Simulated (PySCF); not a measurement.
# Polarisability and C₆ of Ar (argon, neutral)

[Ar], closed-shell 1S. All numbers are calculated (PySCF 2.14, scalar relativity by spin-free X2C-1e, in aug-cc-pCVQZ-DK (10s9p7d5f3g, 134 functions)). Coupled (time-dependent) response in atomic units; α is the mean over directions.

| method | mean α (bohr³) | C₆ (like pair) | S(−4) |
| --- | --- | --- | --- |
| UHF | 10.76 | 62.13 | 25.04 |
| PBE | 11.87 | 69.96 | 33.96 |
| PBE0 | 11.39 | 66.55 | 29.95 |
| M06-2X | 11.27 | 64.78 | 29.42 |
| B3LYP | 11.62 | 68.09 | 31.87 |

S(−4) is the Cauchy moment in α(ω) = α(0) + S(−4) ω² + …

Reference α: 11.083 ± 0.007 bohr³ (recommended; Schwerdtfeger and Nagle, table of static dipole polarizabilities (2023 update)). Published C₆: 64.20 (Chu and Dalgarno (2004); Tang, Norbeck and Certain (1976)).

α(iu) at PBE0:

```tsv
u (hartree)	α(iu) (bohr³)
0	11.39
0.0500	11.32
0.100	11.10
0.200	10.34
0.300	9.324
0.500	7.228
0.750	5.166
1.00	3.766
1.50	2.186
2.00	1.407
3.00	0.7243
5.00	0.3069
```
